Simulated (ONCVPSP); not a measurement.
## What one change does to a pseudopotential (cerium (Ce), ONCV)

Ce (Z = 58), optimised norm-conserving Vanderbilt (ONCV), made with ONCVPSP 4.0.1 (LDA (Perdew-Zunger), scalar-relativistic). Core [Kr] 4d10, reference 4f1 5s2 5p6 5d1 6s1.75 6p0.25. Waves: 5s+6s: rc 2.25 bohr, ncon 4, nbas 8, qcut 4.8 1/bohr, 2 projectors; 5p+6p: rc 2.65 bohr, ncon 3, nbas 6, qcut 6 1/bohr, 2 projectors; 5d: rc 3.40 bohr, ncon 4, nbas 9, qcut 3.9 1/bohr, 2 projectors, debl 2 Ha; 4f: rc 1.45 bohr, ncon 3, nbas 8, qcut 11.8 1/bohr, 2 projectors, debl 1.6 Ha. Local part: polynomial inside 1.40 bohr (lpopt 5, dvloc0 6 Ha). Core correction: Teter function, fcfact 4.75, rcfact 1.4.

All-electron outer shells of the reference configuration (LDA (Perdew-Zunger), scalar-relativistic, ld1.x):

```json
{"shell": "4p", "level (eV)": "-210.92", "outermost node (bohr)": "0.33", "outermost maximum (bohr)": "0.62"}
{"shell": "4d", "level (eV)": "-110.73", "outermost node (bohr)": "0.31", "outermost maximum (bohr)": "0.66"}
{"shell": "5s", "level (eV)": "-41.02", "outermost node (bohr)": "0.75", "outermost maximum (bohr)": "1.37"}
{"shell": "5p", "level (eV)": "-23.59", "outermost node (bohr)": "0.81", "outermost maximum (bohr)": "1.53"}
{"shell": "4f", "level (eV)": "-5.90", "outermost node (bohr)": "–", "outermost maximum (bohr)": "0.71"}
{"shell": "6s", "level (eV)": "-4.06", "outermost node (bohr)": "1.81", "outermost maximum (bohr)": "3.68"}
{"shell": "5d", "level (eV)": "-3.42", "outermost node (bohr)": "0.92", "outermost maximum (bohr)": "2.18"}
{"shell": "6p", "level (eV)": "-1.56", "outermost node (bohr)": "2.15", "outermost maximum (bohr)": "4.84"}
```

Change: f: rc 1.94.

Cutoffs: the cutoffs (Ha) at which the residual kinetic energy of the hardest occupied pseudo-wave falls to 1 and 0.1 mHa per electron; they do not see the model core or the augmentation charge, which bear on the density cutoff. Errors are all-electron minus pseudo energies relative to the spin-unpolarised reference configuration.

How do hardness, ghosts and transferability respond?

The potential gets softer (57 Ha and 62 Ha → 44 Ha and 49 Ha); the errors of the 3 common tests hardly move; neither file shows a bound ghost. A larger radius leaves more room for a smooth pseudo-wave, so fewer plane waves are needed.

| quantity | base | changed |
| --- | --- | --- |
| cutoff, loose | 57 Ha | 44 Ha |
| cutoff, tight | 62 Ha | 49 Ha |
| loose cutoff by channel | s 9.0 Ha, p 6.9 Ha, d 5.3 Ha, f 57 Ha | s 9.0 Ha, p 6.9 Ha, d 5.3 Ha, f 44 Ha |
| bound ghosts | none | none |
| GHOST(+) flags under 300 eV | d at 67.0 eV, s at 94.3 eV | d at 67.0 eV, s at 94.3 eV |
| tests counted as reliable (solved cleanly; for ONCVPSP, near-neutral configurations with less than one 5d electron left out) | 3 of 4 | 3 of 4 |
| error for 4f1 5s2 5p6 5d1 6s2 6p0, meV [ΔE -0.62 eV] | 0.0 | 0.0 |
| error for 4f1 5s2 5p6 5d1 6s1 6p0, meV [ΔE 5.65 eV] | -1.4 | -1.4 |
| error for 4f1 5s2 5p6 5d1 6s0 6p0, meV [ΔE 17.00 eV] | -5.8 | -6.0 |
| s: phases at 2.28 bohr within 0.05 rad from the reference energy up to (Ha; the scan ends near 5) | 3.2 | 3.2 |
| p: phases at 2.69 bohr within 0.05 rad from the reference energy up to (Ha; the scan ends near 5) | 3.7 | 3.7 |
| d: phases at 3.44 bohr within 0.05 rad from the reference energy up to (Ha; the scan ends near 5) | 2.4 | 2.4 |
| rms error of d²Exc/dni dnj with the model core, mHa | 3.75 | 3.49 |
